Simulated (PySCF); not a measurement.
Exercise with solution: entropy of an ideal gas

C3H6Cl, SMILES C[C](C)Cl (connectivity only; charge and spin as stated), charge +1, multiplicity 1.

The structure is a stationary point at B3LYP-D3(BJ)/def2-SVP. The multiplicity is an assumed one; other spin states were not compared. The isomer is the one that the SMILES or the coordinates give; other isomers of the formula were not compared.

PySCF with B3LYP-D3(BJ)/def2-SVP gives the harmonic wavenumbers 101, 175, 387, 389, 453, 702, 799, 955, 969, 1007, 1226, 1290, 1319, 1338, 1374, 1384, 1457, 1461, 2957, 2967, 3087, 3089, 3174, 3175 cm⁻¹ and the rotational temperatures 0.4104, 0.2352, 0.1555 K. The molar mass is 77.53 g/mol, the symmetry number 2, the spin multiplicity 1.

**Question.** Work out the entropy at 298.15 K and 1 atm in the rigid-rotor, harmonic-oscillator model.

**Answer.** 
Translation (Sackur–Tetrode at 1 atm): S = R[1.5 ln M + 2.5 ln T − 1.16487] = 163.0 J/(mol K).
Rotation: q = (√π/σ) T^1.5/√(θA θB θC) = 37200, S = R[ln q + 3/2] = 100.0 J/(mol K).
Vibration: with u = 1.4388 ν/T, each mode gives R[u/(e^u − 1) − ln(1 − e^−u)]:
| ν (cm⁻¹) | modes | u | S (J/(mol K)) |
|---|---|---|---|
| 101 | 1 | 0.49 | 14.37 |
| 175 | 1 | 0.84 | 9.96 |
| 387 | 1 | 1.87 | 4.23 |
| 389 | 1 | 1.88 | 4.20 |
| 453 | 1 | 2.19 | 3.29 |
| 702 | 1 | 3.39 | 1.27 |
| 799 | 1 | 3.86 | 0.87 |
| 955 | 1 | 4.61 | 0.47 |
| 969 | 1 | 4.68 | 0.44 |
| 1007 | 1 | 4.86 | 0.38 |
| 1226 | 1 | 5.92 | 0.16 |
| 1290 | 1 | 6.23 | 0.12 |
| 1319 | 1 | 6.37 | 0.11 |
| 1338 | 1 | 6.46 | 0.10 |
| 1374 | 1 | 6.63 | 0.08 |
| 1384 | 1 | 6.68 | 0.08 |
| 1457 | 1 | 7.03 | 0.06 |
| 1461 | 1 | 7.05 | 0.06 |
The stiffer modes add less than 0.005 each. Sum 40.3 J/(mol K).
Spin: R ln 1 = 0.0 J/(mol K).
Total 303.2 J/(mol K); the program's own thermochemistry gives 303.2. Translation makes up 54 % and vibration 13 %. Anharmonicity, hindered rotation and orbital degeneracy are left out.
